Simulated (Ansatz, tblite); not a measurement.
Cost and result up the ladder for (H3Sn)2O (Sn₂OH₆) (9 atoms). The state is a singlet with charge 0. Geometry: PBE0-D4/def2-SVP.

```
atom   x (Å)   y (Å)   z (Å)
 Sn1   1.446   0.693   0.835
  H2   2.508  -0.454   1.536
  H3   1.933   1.096  -0.765
  H4   1.278   2.091   1.810
  O5  -0.341  -0.149   0.758
 Sn6  -1.480  -0.709  -0.757
  H7  -0.631  -1.888  -1.673
  H8  -1.826   0.673  -1.717
  H9  -2.886  -1.353  -0.028
```

Ansatz on 4 threads of Arm Neoverse V2 on a shared host; xTB runs through tblite on one thread. Times are rough, summed over both states, and most runs start from the orbitals of an earlier one. PBE0-D4/def2-TZVP serves as the yardstick here, not as an exact answer. The other state is a triplet.

In the def2 sets Sn takes a core potential; there is no spin–orbit coupling. The xTB rows come from tblite.

xTB has no spin-polarisation term.

| level | functions | wall time |
| --- | --- | --- |
| GFN2-xTB | 28 | 0.007 s |
| GFN1-xTB | 34 | 0.009 s |
| PBE-D4/def2-TZVP | 167 | 3.9 s |
| r2SCAN-D4/def2-TZVP | 167 | 8.3 s |
| PBE0-D4/def2-TZVP | 167 | 9.6 s |

Estimate what each level gives for the vertical triplet (eV).


| level | vertical triplet (eV) | difference from PBE0-D4/def2-TZVP (eV) |
| --- | --- | --- |
| GFN2-xTB | 5.26 | 0.43 |
| GFN1-xTB | 6.48 | 1.65 |
| PBE-D4/def2-TZVP | 4.53 | -0.30 |
| r2SCAN-D4/def2-TZVP | 4.75 | -0.08 |
| PBE0-D4/def2-TZVP | 4.83 | 0.00 |
